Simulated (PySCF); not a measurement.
## Optical rotation: `O1[Si@@H](C)[C@@H]([SiH3])[SiH2]1`, C$_{2}$H$_{10}$OSi$_{3}$

Cartesian coordinates in Å; atom numbers follow the order of the lines, from 1:
```xyz
16

C    -2.0896   -0.7748   -0.2619
Si   -1.0908    0.4173    0.8022
O    -0.7869    1.8510    0.0029
Si    0.8719    1.8973    0.0875
C     0.8144    0.1675    0.9184
Si    1.6050   -1.2993    0.0320
H    -3.0755   -0.3720   -0.4691
H    -2.2183   -1.7209    0.2515
H    -1.6023   -0.9703   -1.2115
H    -1.7448    0.7558    2.0664
H     1.3942    1.9838   -1.2671
H     1.2603    3.0013    0.9545
H     1.1761    0.1798    1.9459
H     3.0673   -1.2253    0.1510
H     1.2587   -1.3270   -1.3928
H     1.1527   -2.5551    0.6462
```

Method: TDDFT wB97X-D/def2-SVPD circular dichroism and optical rotation, one conformer, gas phase (PySCF). Geometry: GFN2-xTB.

Stereocentres: Si2 S, C5 S.

What is the specific rotation at 633, 589.3, 546, 436, 405, 365, 355 nm?

[α] in deg dm⁻¹ (g/mL)⁻¹:
| λ (nm) | origin-invariant length gauge | modified velocity gauge | length gauge (centre of mass) | isotropic polarisability (au) |
| --- | --- | --- | --- | --- |
| 633 | +29.8 | +31.3 | +30.3 | 102.1 |
| 589.3 | +35.8 | +37.4 | +36.3 | 102.6 |
| 546 | +43.7 | +45.6 | +44.2 | 103.1 |
| 436 | +82.8 | +86.2 | +83.8 | 105.3 |
| 405 | +104.5 | +108.5 | +105.6 | 106.3 |
| 365 | +148.7 | +153.8 | +150.1 | 108.1 |
| 355 | +164.3 | +169.9 | +165.8 | 108.6 |

And for the mirror image at 589.3 nm?

-35.8 deg dm⁻¹ (g/mL)⁻¹ (origin-invariant length gauge): the same size and the opposite sign.

What is the molar rotation [Φ] = [α]·M/100 of the geometry above at 589.3 nm?

With M = 134.36 g/mol, +48.1 deg cm² dmol⁻¹ (origin-invariant length gauge).

The first excitation lies at 6.70 eV (185 nm) with R = +18.8 × 10⁻⁴⁰ esu² cm² (velocity form).
